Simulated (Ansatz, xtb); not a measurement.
## Isomers of C8H6 in order of energy

9 gas-phase structures of C8H6, from a drawn sample of its isomers (lower ones may exist). Each was relaxed with GFN2-xTB:

A. `C#C/C=C/C(=C)C#C`, a singlet
B. `C#C/C=C(\C#C)C=C`, a singlet
C. `C#C/C=C\C(=C)C#C`, a singlet
D. `C#C/C=C\C=C/C#C`, a singlet
E. `C#CC(=C)C(=C)C#C`, a singlet
F. `C#C/C=C\C=C\C#C`, a singlet
G. `C#CC(C#C)=CC=C`, a singlet
H. `C#C/C=C/C=C/C#C`, a singlet
I. `C#C/C=C(/C#C)C=C`, a singlet

Make a reasoned guess at their ranking by r2SCAN-D4/def2-SVP//GFN2-xTB single-point energy.

Calculated order at r2SCAN-D4/def2-SVP//GFN2-xTB: H (0.0), D (0.2), F (0.2), I (3.0), B (3.4), A (4.0), G (4.8), E (7.3), C (8.2) kcal/mol. Less than 1 kcal/mol parts H and D; D and F; I and B; B and A; A and G; E and C, so the order within those pairs means little.

Energies above the lowest of each column, in kcal/mol; the last columns are at r2SCAN-D4/def2-SVP geometries and were run for some of them only (a dash: not run or not comparable):

| structure | GFN2-xTB | HF/STO-3G | r2SCAN-D4/def2-SVP//GFN2-xTB | r2SCAN-D4/def2-SVP | CCSD(T)/def2-SVP + ΔMP2/def2-TZVPP |
| --- | --- | --- | --- | --- | --- |
| H | 0.0 | 0.0 | 0.0 | 0.0 | 0.5 |
| D | 0.5 | 0.5 | 0.2 | 0.1 | 0.0 |
| F | 0.4 | 0.3 | 0.2 | 0.1 | 0.3 |
| I | 2.2 | 1.8 | 3.0 | 3.0 | 0.9 |
| B | 2.6 | 1.8 | 3.4 | 3.4 | 1.2 |
| A | 2.6 | 1.7 | 4.0 | 4.0 | 1.2 |
| G | 2.7 | 1.9 | 4.8 | – | – |
| E | 4.9 | 3.6 | 7.3 | – | – |
| C | 4.7 | 5.3 | 8.2 | – | – |

CCSD(T)/def2-SVP + ΔMP2/def2-TZVPP has D and F and H and I within 1 kcal/mol of each other at the bottom, and every level picks one of them. CCSD(T)/def2-SVP + ΔMP2/def2-TZVPP orders those it was run on as D (0.0), F (0.3), H (0.5), I (0.9), A (1.2), B (1.2) kcal/mol. Less than 1 kcal/mol parts D and F; F and H; H and I; I and A; A and B, so the order within those pairs means little. Flexible structures stand in one conformer each, not always the lowest. Frequencies (GFN2-xTB) were run for A, B, D, F, H, I alone. ΔMP2 is the change of the MP2 energy from the smaller to the larger basis.

Over these structures GFN2-xTB departs from r2SCAN-D4/def2-SVP//GFN2-xTB by 1.1 kcal/mol on average once a common shift is removed. A GFN2-xTB relaxation took about 0.13 s and the r2SCAN-D4/def2-SVP//GFN2-xTB energy about 5.1 s on a shared host (Ansatz 0.2.0, xtb 6.7.1).
